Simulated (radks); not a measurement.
Valence configurations of Ce II (all share [Xe]). Method: scalar-relativistic Kohn-Sham, r2SCAN, spin-polarised, spherical densities, finite nucleus; open shells are filled with parallel spins first (spin-orbit coupling, left out, can overturn this in heavy ions); meta-GGA in the generalised Kohn-Sham scheme; Fermi nuclear charge, rms radius 4.8771 fm; computed with a radial shooting solver on a logarithmic mesh with Libxc functionals. Energies are relative to 4f1 5d2; eigenvalues in eV for spin up.

valence,E (eV),moment (Bohr magnetons),e(4f),e(5d),e(6p),e(6s)
4f1 5d1 6s1,-0.068,3,-11.284,-8.950,-,-9.079
4f1 5d2,0.000,3,-9.083,-7.589,-,-
4f2 5d1,0.147,3,-4.664,-6.326,-,-
4f1 6s2,1.172,1,-13.628,-,-,-9.461
4f3,2.732,3,-2.511,-,-,-
4f0.5 5d2 6p0.5,3.054,3,-13.441,-9.393,-5.635,-
4f1 5d1 6p1,3.148,3,-12.349,-9.667,-6.280,-
5d3,3.534,3,-,-8.931,-,-
5d2 6s1,4.371,3,-,-10.476,-,-9.631
5d2 6p1,7.912,3,-,-11.233,-6.522,-

NIST lists [Xe] 4f1 5d2 as the ground configuration; this level of theory puts 4f1 5d1 6s1 lower, by 0.068 eV. The energies are those of spherical high-spin densities, not of single terms.
